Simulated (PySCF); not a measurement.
CH4BClS, SMILES CSBCl.

Geometry: B3LYP-D3(BJ)/def2-SVP. One conformer was computed; it need not be the lowest.

Calculation: PySCF with HF/def2-TZVP.

Symmetry labels are those of the subgroup Cs that the program uses (full group Cs).

Computed valence orbital energies around the gap with their symmetry:
| orbital | symmetry | energy (eV) |
|---|---|---|
| HOMO−7 | A" | -16.36 |
| HOMO−6 | A' | -16.31 |
| HOMO−5 | A' | -15.56 |
| HOMO−4 | A' | -14.03 |
| HOMO−3 | A" | -13.25 |
| HOMO−2 | A' | -12.63 |
| HOMO−1 | A' | -11.63 |
| HOMO | A" | -10.35 |
| LUMO | A" | 2.27 |
| LUMO+1 | A' | 3.34 |
| LUMO+2 | A' | 3.91 |
| LUMO+3 | A' | 4.85 |
